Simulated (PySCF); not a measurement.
Species: C₄H₈ClO₂Si (doublet state).
Cartesian coordinates in Å at the GFN2-xTB level; atoms count from 1:
```xyz
16
C4H8ClO2Si angstrom
C     -2.3581    0.9354    0.1093
C     -1.0167    0.4422    0.4690
C     -0.0738   -0.1101   -0.5176
C      0.5004   -1.4948   -0.0752
O      1.7712   -1.2979    0.4673
Si     2.4171    0.1256   -0.0195
Cl     3.1391    1.1330    1.5351
O      1.0554    0.7521   -0.6551
H     -2.3334    2.0082   -0.1192
H     -3.0536    0.8063    0.9381
H     -2.7426    0.4235   -0.7715
H     -0.6271    0.6428    1.4531
H     -0.5388   -0.1916   -1.5050
H      0.5802   -2.1595   -0.9405
H     -0.1367   -1.9580    0.6811
H      3.4098   -0.0480   -1.0609
```

The hyperfine couplings belong to this conformer and change with its torsions.

Identity: `C[CH][C@@H]1CO[Si@H](Cl)O1` [radical].

The calculation used PySCF, UKS B3LYP, pcH-1 on C Cl H O Si, non-relativistic, mean-field spin-orbit, GIAO. One conformer (not necessarily the lowest) at the GFN2-xTB geometry, without solvent, vibrations or thermal averaging. Couplings are sensitive to structure, and on GFN2-xTB geometries they can be far from those on DFT ones. The SCF solution wasn't tested for stability.

Largest spin populations (Mulliken): C2 (+1.01), C1 (-0.09) and H9 (+0.07). C2 is the only atom above +0.15. The positive populations add up to 1.19 and the negative ones to -0.19, together 2S = 1. The angles at C2 add up to 359.1°, so it is planar; its axial dipolar tensor and the negative coupling of its proton fit spin in a p orbital normal to that plane.

Problem. Find Q in a(H) = Q·ρ(C) for the protons on the planar carbons that carry spin.

Solution. 
```
  H   C    ρ(C)  a(H) (G)  a/ρ (G)
H12  C2  +1.014    -21.53    -21.2
```

One proton gives one ratio, Q = -21.2 G, and no test of linearity. In McConnell's picture π spin on carbon polarises the C–H bond and leaves opposite spin at the proton, which makes Q negative, as found here.

Problem. How do the β-proton couplings of this frozen conformer go with θ, the angle between the C–H bond and the normal to the plane of the spin centre's three neighbours, both seen down the bond from centre to carbon?

Solution. 
| β H | on | centre | θ (°) | cos²θ | a (G) |
| --- | --- | --- | --- | --- | --- |
| H9 | C1 | C2 | 6 | 0.99 | +59.11 |
| H10 | C1 | C2 | 55 | 0.33 | +18.91 |
| H11 | C1 | C2 | 67 | 0.15 | +9.67 |
| H13 | C3 | C2 | 90 | 0.00 | +1.11 |

Fitting the Heller–McConnell form a = ρ(B0 + B2 cos²θ), with Mulliken ρ = 1.01, gives B0 = 0.5 G and B2 = 58.2 G, with a largest miss of 1.0 G. By this fit the coupling would be 59.6 G at θ = 0° and 0.6 G at 90°.

Problem. What would the freely rotating methyl group on C1 show?

Solution. Three equal couplings, a 1:3:3:1 quartet. The mean of the three values of this geometry estimates the splitting: 29.2 G, or 81.9 MHz (three bonds 120° apart have a mean cos²θ of 1/2 at any torsion).

Couplings in gauss use g_iso = 2.0025.

Hardware: one thread, AMD EPYC (x86_64), shared host. Cost: 2.3 min of wall time (with the writing of density and orbital grids), 1.1 GiB resident at most.
